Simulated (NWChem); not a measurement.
Species: GaH3S2O; SMILES [OH][Ga]([SH])[SH]

```xyz
7

Ga     0.2709     0.0163     0.0000
O      2.0458     0.1234     0.0000
H      2.5177    -0.7148     0.0000
S     -0.8149    -1.9047     0.0000
H      0.3098    -2.6540     0.0000
S     -0.7842     1.9372     0.0000
H     -2.0041     1.3554     0.0000
```
Atoms are numbered in this order, from 1.

Program: NWChem. Pople sets run with spherical d functions. Structure relaxed at the PBE0/def2-SVP level. Total energies compare along this basis series because the functional is fixed.

```tsv
level	basis functions	energy (Ha)	highest occupied level (eV)	orbital gap (eV)	dipole (D)
Hartree-Fock/STO-3G	44	-2762.8979	(withheld)	(withheld)	(withheld)
Hartree-Fock/3-21G	63	-2781.2693	-10.71	12.65	3.17
Hartree-Fock/6-31G*	88	-2794.6934	-10.46	12.48	2.48
Hartree-Fock/6-311G**	132	-2795.0237	-10.48	12.55	2.43
```

Fill in the missing entries.


- Hartree-Fock/STO-3G, highest occupied level (eV): -7.04
- Hartree-Fock/STO-3G, orbital gap (eV): 13.00
- Hartree-Fock/STO-3G, dipole (D): 1.74
